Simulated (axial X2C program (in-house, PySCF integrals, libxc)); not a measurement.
## Density and ELF of CuB⁻

Computed with an axial X2C code built on PySCF integrals. Two-component (2c) means X2C with spin–orbit coupling and atomic mean-field two-electron Coulomb and Gaunt terms. Basis: Cu dyall-acv3z [10s10p7d4f2g], B dyall-av3z [8s7p3d2f] (cores contracted in-house); Gaussian nuclei, density fitting, unrestricted open shells. Masses: Cu 62.930 u, B 11.009 u.

PBE0, with spin–orbit coupling, state Ω = 1/2 (⟨Sz⟩ = -0.50, ⟨Lz⟩ = 1.00 at PBE0); Cu at z = 0, B at z = 1.912 Å.

The maps cover the half plane through the axis: z from -2.4 to 4.2 Å along the bond, ρ from 0.15 to 2.25 Å away from it (steps of 0.3 Å, the bottom row nearest the axis).

log10 of the density in e/bohr³:

digits 0 to 9 span -3.84 to 1.37 evenly
```
00011111111111111110000
00111222222222222111100
01122223333222222221110
11122333333333333322111
11223344444444444332211
11223445555444444433221
12233457775555555443221
12233568986555875543321
```

Electron localisation function (collinear form, no current term, damped to 0 at low density):

digits 0 to 9 span 0.00 to 1.00 evenly
```
00123333321100111111000
02344444332111233432100
13454443332223456665310
34544332222344677877531
35543221112356788988752
45432112221367789999864
45321126752375018999874
44311147474370973999975
```

Axial spin density in 10⁻³ e/bohr³:

digits 0 to 9 span -3.63 to 3.63 evenly, values beyond are clipped
```
55555444444444444444444
55555544444333333444444
55555544433322222344444
55555544332200000234444
55555554332000000023444
55566653342000000013444
55667864854000000013444
55678999937100000013444
```

One determinant describes the state; a PBE0 search over occupations chose it and may have missed a lower one. Density functionals use the spin component along the axis (collinear). Without a current term, density functionals place determinants with orbital angular momentum somewhat too high. The highest occupied level of some functionals is positive through self-interaction error; at Hartree–Fock it is bound.
